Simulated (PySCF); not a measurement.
H2Zr, multiplicity 1. Atoms are numbered in the order given.

```xyz
3

Zr     0.0000     0.0000     0.0000
H      0.0000     0.0000    -1.9292
H      0.0000     0.0000     1.9292
```

Geometry optimised at PBE0-D3(BJ)/def2-TZVPD. The geometry has at least one imaginary mode, so it is a saddle point at that level. The spin state was assumed, not searched. The def2 effective core potentials stand for the cores of Zr; spin–orbit coupling is left out.

Computed with r2SCAN/def2-TZVPD (PySCF).

Q: Estimate the frontier levels, gap, dipole moment and polarisability. (The exact figures need the calculation; the answer reports its results.)

A: 
The highest occupied level is -5.26 eV and the lowest empty level is -5.18 eV. The orbital gap comes out as 0.08 eV and the dipole moment comes out as 0.00 D. The quadrupole, principal values (traceless, Buckingham form, about the centre of nuclear charge) comes out as -12.42, 6.21, 6.21 D·Å and the mean static polarisability comes out as 82.3 bohr³ (12.19 Å³). The polarisability, principal values is 61.5, 92.7, 92.7 bohr³.
